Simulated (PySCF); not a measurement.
# Two-component Hartree-Fock for I³⁵⁺ (iodine, charge +35)

Start: [Ar]. Calculated with PySCF 2.14 in an even-tempered Gaussian basis (19 s from 6.6 bohr⁻², ratio 2.4; 14 p from 8.6 bohr⁻², ratio 2.4; 5 d from 35 bohr⁻², ratio 2.6; 4 f from 52 bohr⁻², ratio 2.6): generalised Hartree-Fock with the X2C-1e Hamiltonian and a Gaussian nucleus; one run each with spin-orbit coupling (SO) switched off, then screened by Boettger's factors.

```csv
spinor shell,electrons,"ε, spin-free (eV)","ε, screened SO (eV)",weight of nominal j (screened SO),"rms radius, screened SO (bohr)"
1s1/2,2,-35225.3,-35222.2,1.000,0.0311
2s1/2,2,-7086.9,-7086.0,1.000,0.125
2p1/2,2,-6552.5,-6764.1,1.000,0.108
2p3/2,4,-6552.5,-6457.3,1.000,0.113
3s1/2,2,-2636.2,-2636.0,1.000,0.307
3p1/2,2,-2455.6,-2505.6,1.000,0.295
```

Where does 3p3/2 lie, and what is the 3p spin-orbit splitting (screened SO)?

At -2432.8 eV, 72.761 eV above 3p1/2.

| quantity | spin-free | screened SO |
| --- | --- | --- |
| E (hartree) | -6161.31521 | -6163.44944 |
| M_J | 0 | 0 |
| ⟨J²⟩ | 0.000 | 0.000 |
| ⟨L²⟩ | 0.000 | 0.013 |
| ⟨S²⟩ | 0.000 | 0.013 |

Breit and QED terms are absent; they matter most for the inner s and p1/2 levels.

Densities and radii are taken from the X2C orbitals without a picture-change correction, which distorts them close to the nucleus.

Without spin-orbit coupling the j labels of p, d and f shells carry no meaning; the spin-free column gives the mean over the occupied spinors of each nl shell.
